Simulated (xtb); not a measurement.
xtb input (GFN2-xTB):

```bash
xtb mol.xyz --gfn 2 --ohess tight --chrg 0 --uhf 0
```
mol.xyz:
```
4

F     -0.99347585     1.60501625     0.09683913
Ga    -0.30992989     0.02903539     0.00212207
F     -1.37875422    -1.29841376    -0.04004470
Cl     1.83019817    -0.23136091    -0.04029270
```

End of the output:

```
   ------------------------------------------------------------------------
    298.15    0.669240E-02    0.105088E-01    0.369394E-01   -0.264306E-01
   ------------------------------------------------------------------------

         :::::::::::::::::::::::::::::::::::::::::::::::::::::
         ::                  THERMODYNAMIC                  ::
         :::::::::::::::::::::::::::::::::::::::::::::::::::::
         :: total free energy         -15.408691023343 Eh   ::
         ::.................................................::
         :: total energy              -15.382260395662 Eh   ::
         :: zero point energy           0.003816377872 Eh   ::
         :: G(RRHO) w/o ZPVE           -0.030247005554 Eh   ::
         :: G(RRHO) contrib.           -0.026430627682 Eh   ::
         :::::::::::::::::::::::::::::::::::::::::::::::::::::

optimized geometry written to: xtbopt.xyz

           -------------------------------------------------
          | TOTAL ENERGY              -15.382260395662 Eh   |
          | TOTAL ENTHALPY            -15.371751616665 Eh   |
          | TOTAL FREE ENERGY         -15.408691023343 Eh   |
          | GRADIENT NORM               0.000103743247 Eh/α |
          | HOMO-LUMO GAP               3.857782212601 eV   |
           -------------------------------------------------

------------------------------------------------------------------------
------------------------------------------------------------------------
 total:
 SCF:
 ANC optimizer:
 analytical hessian:
```
